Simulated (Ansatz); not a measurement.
CH5Cl2NbO3 (`C[O][Nb]([OH])([OH])([Cl])[Cl]`) at its PBE0-D4/def2-TZVP geometry, where that method's forces vanish. Total charge 0; spin multiplicity 1. Nb takes the def2 core potential.

```xyz
12

C     0.1812   -0.8634    1.9703
O    -0.3165   -0.1894    0.8596
Nb   -0.1242    0.5866   -0.8254
O    -1.7030   -0.1404   -1.5245
O     0.5056    1.1961   -2.4881
Cl   -0.3770    2.7166    0.0178
Cl    1.8880   -0.6672   -0.8412
H     1.1396   -1.3290    1.7204
H    -0.5282   -1.6354    2.2808
H     0.3240   -0.1568    2.7928
H    -2.3021   -0.6428   -0.9638
H     1.3126    1.1250   -2.9987
```

What forces (eV/Å) does PBE-D4/def2-TZVPP give on these atoms in Ansatz 0.2.0? (Estimate.)

The calculation gave: 
```
C1   0.025 -0.072  0.123
O2  -0.208 -0.055  0.252
Nb3  0.247  0.157  0.092
O4  -0.280 -0.018 -0.534
O5  -0.230  0.254 -0.327
Cl6 -0.035  0.304  0.121
Cl7  0.229 -0.149  0.008
H8   0.224 -0.110 -0.047
H9  -0.144 -0.178  0.088
H10  0.039  0.141  0.196
H11 -0.269 -0.230  0.263
H12  0.401 -0.044 -0.235
```
